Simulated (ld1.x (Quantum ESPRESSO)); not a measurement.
# u(r) = r·R(r): atom against pseudo-atom (S)

Columns: radius, all-electron u(r) and pseudo u(r) of the 3s shell (level -39.25 eV) of sulfur in the configuration [Ne] 3s2 3p2; revPBE, non-relativistic, ultrasoft scheme, ld1.x (Quantum ESPRESSO) 7.5.

```json
{"r (bohr)": "0.090", "all-electron": "0.1526", "pseudo": "0.0356"}
{"r (bohr)": "0.180", "all-electron": "-0.1940", "pseudo": "0.0745"}
{"r (bohr)": "0.270", "all-electron": "-0.4050", "pseudo": "0.1197"}
{"r (bohr)": "0.360", "all-electron": "-0.4246", "pseudo": "0.1732"}
{"r (bohr)": "0.450", "all-electron": "-0.3128", "pseudo": "0.2362"}
{"r (bohr)": "0.540", "all-electron": "-0.1335", "pseudo": "0.3084"}
{"r (bohr)": "0.630", "all-electron": "0.0675", "pseudo": "0.3884"}
{"r (bohr)": "0.720", "all-electron": "0.2620", "pseudo": "0.4736"}
{"r (bohr)": "0.810", "all-electron": "0.4346", "pseudo": "0.5603"}
{"r (bohr)": "0.900", "all-electron": "0.5784", "pseudo": "0.6443"}
{"r (bohr)": "0.990", "all-electron": "0.6923", "pseudo": "0.7213"}
{"r (bohr)": "1.080", "all-electron": "0.7774", "pseudo": "0.7868"}
{"r (bohr)": "1.170", "all-electron": "0.8356", "pseudo": "0.8373"}
{"r (bohr)": "1.260", "all-electron": "0.8700", "pseudo": "0.8700"}
{"r (bohr)": "1.350", "all-electron": "0.8838", "pseudo": "0.8838"}
{"r (bohr)": "1.440", "all-electron": "0.8806", "pseudo": "0.8806"}
{"r (bohr)": "1.530", "all-electron": "0.8636", "pseudo": "0.8636"}
{"r (bohr)": "1.620", "all-electron": "0.8360", "pseudo": "0.8360"}
{"r (bohr)": "1.710", "all-electron": "0.8004", "pseudo": "0.8004"}
{"r (bohr)": "1.800", "all-electron": "0.7592", "pseudo": "0.7592"}
{"r (bohr)": "1.890", "all-electron": "0.7144", "pseudo": "0.7144"}
{"r (bohr)": "1.980", "all-electron": "0.6676", "pseudo": "0.6676"}
{"r (bohr)": "2.070", "all-electron": "0.6200", "pseudo": "0.6200"}
{"r (bohr)": "2.160", "all-electron": "0.5728", "pseudo": "0.5728"}
{"r (bohr)": "2.250", "all-electron": "0.5267", "pseudo": "0.5267"}
{"r (bohr)": "2.340", "all-electron": "0.4824", "pseudo": "0.4824"}
```

Task: How many radial nodes do the two functions have?

Result: The all-electron 3s function has n − l − 1 = 2; the pseudo-wave has 0, since the states of the same l below it are removed with the core.

Task: At about which radius was the pseudo-wave matched?

Result: 1.30 bohr, where the columns begin to agree (steps of 0.09 bohr).

Task: Where does each function peak?

Result: Outermost all-electron maximum near 1.35 bohr, pseudo maximum near 1.35 bohr (to the table’s step).

Task: Is the pseudo-wave norm-conserving?

Result: No, it belongs to an ultrasoft set: the norm inside the radius is not constrained, and the difference is carried by the augmentation charge.
